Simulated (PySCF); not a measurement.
## TlH3 at several levels of theory

All levels use the PBE0 minimum (singlet; Tl–H 1.737 Å (×3); H–Tl–H 120.0° (×3)), basis [Tl def2-TZVP with ECP60, H def2-TZVP], scalar-relativistic core potentials, density fitting, no spin–orbit coupling, PySCF. For vertical energies the ionised species is a doublet (spins chosen at PBE0 and kept) and the electron-attached one a doublet. Atomisation goes to high-spin ground-configuration atoms, without zero-point energy. Open shells are unrestricted, also as the reference of the correlated levels. A dash marks a value that was not computed or is not defined at that level.

| level | atomisation (kJ/mol) | vertical IP (eV) | vertical EA (eV) | −ε(HOMO) (eV) | gap (eV) |
| --- | --- | --- | --- | --- | --- |
| PBE0 | 617 | 10.31 | 0.27 | 8.03 | 6.16 |
| HF | ? | ? | ? | ? | ? |
| MP2 | 537 | 10.31 | 0.18 | – | – |
| PBE | ? | ? | ? | ? | ? |
| B3LYP | 628 | 10.39 | 0.31 | 7.87 | 5.70 |
| r2SCAN | 633 | 10.23 | 0.35 | 7.17 | 4.91 |
| TPSSh | 659 | 10.24 | 0.19 | 7.49 | 5.35 |
| HSE06 | 615 | 10.32 | 0.31 | 7.64 | 5.38 |
| LDA | 739 | 10.34 | 0.47 | 6.99 | 4.13 |

(1) Fill in the row of HF.

(2) Fill in the row of PBE.

Results:

(1) atomisation (kJ/mol) 428, vertical IP (eV) 9.64, vertical EA (eV) -0.26, −ε(HOMO) (eV) 10.75, gap (eV) 11.22.

(2) atomisation (kJ/mol) 614, vertical IP (eV) 10.18, vertical EA (eV) 0.30, −ε(HOMO) (eV) 6.89, gap (eV) 4.29.

Spin contamination in at least one species weakens the values at: HF, MP2.

Without diffuse functions attachment energies tend to come out too low.

No spin–orbit coupling is included, which matters more the heavier the element.
